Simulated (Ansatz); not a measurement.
A nudged elastic band was laid between two geometries of AlClFH$_{4}$NO (9 atoms, charge 0, multiplicity 1).

These are results of RKS PBE/def2-mTZVP (Ansatz 0.2.0), not measurements.

- movable images: 5
- climbing image: yes
- spring: 5.0 eV/Å²
- optimiser: quadratic models (default)
- start path: through a guess of the saddle point
- force threshold: 0.05 eV/Å
- iteration limit: 60
- end points: relaxed

First end point:

```xyz
9
Properties=species:S:1:pos:R:3
Al -0.068 0.168 0.319
N -0.012 -0.123 2.114
H -0.708 -0.728 2.552
H 0.884 -0.292 2.572
F 1.366 0.230 -0.540
Cl -1.829 -0.467 -0.727
O -0.546 2.080 0.596
H -1.427 2.302 0.229
H -0.657 1.987 1.577
```

Last end point:

```xyz
9
Properties=species:S:1:pos:R:3
Al -0.265 0.587 0.130
N -0.031 0.159 2.087
H -0.907 -0.149 2.521
H 0.669 -0.575 2.241
F 1.340 0.414 -0.353
Cl -1.578 -0.970 -0.551
O -0.905 2.180 0.305
H -1.602 2.516 -0.280
H 0.282 0.997 2.591
```

Q: Which bonds break or form, and what moves?

A: Bonds broken: O7–H9. Bonds formed: N2–H9.

Q: What energy profile does the band end with?

A: It converged. The highest image is number 1 of 0 to 6, 8.9 kJ/mol above the first end and 103.9 kJ/mol above the last; the last end lies 95.0 kJ/mol below the first. Beside the main top the profile has a ripple of under 15 meV (maxima at images 1, 4), which may be a very shallow well or noise. A vibrational analysis at the climbing image gives one clearly imaginary mode, 750i cm⁻¹: a first-order saddle point. The orbitals stay closed-shell, which can raise the energy where a bond breaks towards radicals; this wasn't checked here.

| image | path coordinate (Å) | energy (kJ/mol) | O7–H9 (Å) | N2–H9 (Å) |
| --- | --- | --- | --- | --- |
| 0 | 0.00 | 0.0 | 0.99 | 2.27 |
| 1 | 0.81 | 8.9 | 1.15 | 1.48 |
| 2 | 1.61 | -77.6 | 2.03 | 1.04 |
| 3 | 2.41 | -94.4 | 2.63 | 1.03 |
| 4 | 3.21 | -93.8 | 2.71 | 1.03 |
| 5 | 4.01 | -94.6 | 2.67 | 1.03 |
| 6 | 4.81 | -95.0 | 2.83 | 1.03 |

Q: What is the geometry of the highest image?

A: 
```xyz
9
Properties=species:S:1:pos:R:3:forces:R:3
Al -0.101 0.235 0.157 0.00 0.00 0.00
N -0.089 0.070 2.042 0.00 0.00 0.00
H -0.796 -0.502 2.508 0.00 0.00 0.00
H 0.795 -0.048 2.541 0.00 0.00 0.00
F 1.392 0.170 -0.590 0.00 0.00 0.00
Cl -1.787 -0.606 -0.830 0.00 0.00 0.00
O -0.519 2.023 0.682 0.00 0.01 -0.01
H -1.415 2.363 0.500 0.00 0.00 0.00
H -0.478 1.453 1.679 0.00 0.00 0.00
```

Run time: 93 s on 4 threads of Arm Neoverse V2, with other jobs on the host, peak memory 0.16 GiB.
